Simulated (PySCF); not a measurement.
NICS in isomers of C7H11N3.

Definitions: NICS(0) = −σiso at the ring centroid; NICS(1) = −σiso and NICS(1)zz = −σzz at ±1 Å along the ring normal z. Level: GIAO PBE0/pcSseg-1 (PySCF, non-relativistic, gas phase) on the PBE0-D3(BJ)/def2-SVP geometries, one conformer each. Atom numbers follow the mapped SMILES.

Task: Order these rings by mean NICS(1)zz, lowest (most negative) first (ppm).
A. ring C2–C3–N4–N5–C6–C7 in `[CH3:1][c:2]1[cH:3][n:4][n:5][cH:6][c:7]1[N:8]([CH3:9])[CH3:10]`
B. ring C5–C6–C7–N8–N9–N10 in `[CH3:1][C:2]([CH3:3])([CH3:4])[c:5]1[cH:6][cH:7][n:8][n:9][n:10]1`
C. ring C3–N4–N5–N6–C7 in `[CH2:1]=[CH:2][c:3]1[n:4][n:5][nH:6][c:7]1[CH:8]([CH3:9])[CH3:10]`

Result: C (-29.8), B (-27.2), A (-25.5).

```tsv
SMILES	ring	NICS(0)	NICS(1)	NICS(1)zz	HOMA	rms pucker (Å)	ring atoms with four or more neighbours
C=Cc1nn[nH]c1C(C)C	5-membered ring with 3 N; formal bonds all aromatic	-11.6	-12.2	-29.8	0.94	0.00	0
CC(C)(C)c1ccnnn1	6-membered ring with 3 N; formal bonds all aromatic	-4.4	-11.6	-27.2	1.00	0.00	0
Cc1cnncc1N(C)C	6-membered ring with 2 N; formal bonds all aromatic	-6.1	-10.9	-25.5	0.96	0.01	0
```

NICS(0) gives another order. The isotropic NICS(1) gives the same order. HOMA uses Krygowski's 1993 parameters. NICS(1) and NICS(1)zz are means over the two faces.
